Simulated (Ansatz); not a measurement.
Compare A (`C[Si](F)([SiH3])Cl`) with its isomer B (`FC[SiH]([SiH3])Cl`).

Gas-phase electronic energies from Ansatz, PBE0-D4/def2-TZVP geometries. CCSD(T)/CBS is the MP2 limit (def2-TZVPP, def2-QZVPP) plus CCSD(T) − MP2 in def2-TZVPP, frozen cores. DFT in def2-TZVPP. B3LYP here is the variant with VWN-RPA as its local correlation; programs differ in this. One conformer a species, not always the lowest.

Which isomer does CCSD(T)/CBS put lower? Give the gap. (An estimate is asked.)

Computed: A, by 62.9 kcal/mol.

Give E(B) − E(A) in kcal/mol with HF/def2-TZVPP, B3LYP, B2PLYP, PBE-D4, r2SCAN-D4, CCSD/def2-TZVPP, B3LYP-D4. (Best estimate.)

The calculation gave: HF/def2-TZVPP 61.5, B3LYP 60.3, B2PLYP 62.1, PBE-D4 58.9, r2SCAN-D4 62.4, CCSD/def2-TZVPP 62.1, B3LYP-D4 60.7. None reverses the order clearly.

Largest T1 diagnostic: 0.011.

From PBE to PBE0 (25 % exact exchange), in def2-TZVPP and without D4, E(B) − E(A) moves by +1.5 kcal/mol.
